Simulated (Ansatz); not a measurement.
Consider the formal hydrolysis of a Zr–Cl bond: `C[N](C)[Zr]([Cl])([N](C)C)[N](C)C` + H₂O → `C[N](C)[Zr]([OH])([N](C)C)[N](C)C` + HCl.

Computed with Ansatz on PBE0-D4/def2-TZVP structures; ΔE is electronic, products minus reactants. CCSD(T)/CBS adds triple-zeta CCSD(T) − MP2 to the extrapolated MP2 energy (def2 sets, frozen cores). This one scheme is used for every species. DFT in def2-TZVPP. HSE06 is defined as in plane-wave codes. def2 core potentials past Kr. For Zr outer-core shells are correlated without core-valence functions, which leaves a few kJ/mol of doubt a bond. Each species was taken in one conformer, which may not be the lowest.

```json
{"level": "HSE06", "ΔE (kJ/mol)": "68.0"}
{"level": "LC-ωPBE", "ΔE (kJ/mol)": "57.9"}
{"level": "CCSD(T)/def2-TZVPP", "ΔE (kJ/mol)": "67.8"}
{"level": "MP2/def2-QZVPP", "ΔE (kJ/mol)": "75.7"}
```

(1) What does CCSD(T)/CBS give? (Estimate.)

Largest T1 diagnostic among the species: 0.015.

Answers

(1) Computed: +69.6 kJ/mol. The listed levels differ from it by -1.6, -11.7, -1.8, 6.1 kJ/mol.

In def2-TZVPP, CCSD(T) changes the Hartree–Fock value by +3.7 kJ/mol (the triples alone add +2.7 kJ/mol) and MP2 by +10.7 kJ/mol. At CCSD(T), def2-SVP lies −14.4 kJ/mol from the extrapolated value and def2-TZVPP −1.7 kJ/mol.
